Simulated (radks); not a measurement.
Calculated with a radial shooting solver on a logarithmic mesh with Libxc functionals: scalar-relativistic Kohn-Sham, SCAN, spin-polarised, spherical densities, finite nucleus; open shells are filled with parallel spins first (spin-orbit coupling, left out, can overturn this in heavy ions); meta-GGA in the generalised Kohn-Sham scheme; Fermi nuclear charge, rms radius of each element as measured or else 0.836 A^(1/3) + 0.57 fm. Each species is in its NIST ground configuration. Rank Ag3+, Nb3+, Tc3+, Zr3+, In3+, Ru3+, Sr3+, Pd3+, Rh3+, Mo3+, Cd3+, Sn3+ by radius at which the density is 0.001 e/bohr^3 (bohr), largest first.

Answer. Sn3+ 3.31, Nb3+ 3.27, Mo3+ 3.26, Zr3+ 3.23, Tc3+ 3.23, Ru3+ 3.18, Rh3+ 3.15, Sr3+ 3.14, Pd3+ 3.10, Ag3+ 3.06, Cd3+ 3.01, In3+ 2.96.
